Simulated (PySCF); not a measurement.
Vertical excitations of a molecule C3H5ClOSi from TDA-PBE/def2-SVPD run with PySCF, as energy in eV (oscillator strength): 5.18 (0.011), 5.39 (0.020), 5.68 (0.004), 6.16 (0.024), 6.52 (0.043), 6.58 (0.025), 6.73 (0.002), 6.97 (0.001), 7.02 (0.011), 7.18 (0.042). Lowest triplet (TDA): 4.11 eV. Geometry: B3LYP-D3(BJ)/def2-SVP. The values are those of a single conformer.

Which structure fits?
(A) Cl[Si@@H]1CC=CO1
(B) CC1=C[Si@@H](Cl)O1
(C) C#CC[Si@@H](O)Cl
(D) C=C=C[Si@H](O)Cl

A, Cl[Si@@H]1CC=CO1
